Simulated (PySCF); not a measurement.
H₆PSi, SMILES [PH3+][SiH3], charge +1. Atoms are numbered in the order given.

```xyz
8

Si     0.0000     0.0000    -1.2168
P      0.0000     0.0000     1.1071
H      1.2444     0.7185    -1.5251
H     -1.2444     0.7185    -1.5251
H      0.0000    -1.4370    -1.5251
H      1.1123    -0.6422     1.6676
H     -1.1123    -0.6422     1.6676
H      0.0000     1.2844     1.6676
```
Charge +1, spin multiplicity 1.

Coordinates come from a B3LYP-D3(BJ)/def2-TZVP optimisation. The isomer is the one that the SMILES or the coordinates give; other isomers of the formula were not compared.

Calculation: PBE0/pcJ-1 (PySCF).

Isotropic couplings with Fermi-contact, spin-dipole and both spin-orbit terms, one fixed conformer, no vibrational averaging. Isotopes: 1H, 29Si, 31P.

Q: Estimate the spin–spin coupling constants. (The exact figures need the calculation; the answer reports its results.)

A: 
```csv
pair,bonds apart,J (Hz)
Si1–P2,1,-1.2
Si1–H3,1,-266.5
Si1–H4,1,-266.5
Si1–H5,1,-266.5
P2–H6,1,449.1
P2–H7,1,449.1
P2–H8,1,449.1
P2–H3,2,15.0
P2–H4,2,15.0
P2–H5,2,15.0
H3–H4,2,5.5
H3–H5,2,5.5
H4–H5,2,5.5
H6–H7,2,-8.6
H6–H8,2,-8.6
H7–H8,2,-8.6
H3–H6,3,-0.7
H3–H7,3,13.6
H3–H8,3,-0.7
H4–H6,3,13.6
H4–H7,3,-0.7
H4–H8,3,-0.7
H5–H6,3,-0.7
H5–H7,3,-0.7
H5–H8,3,13.6
```
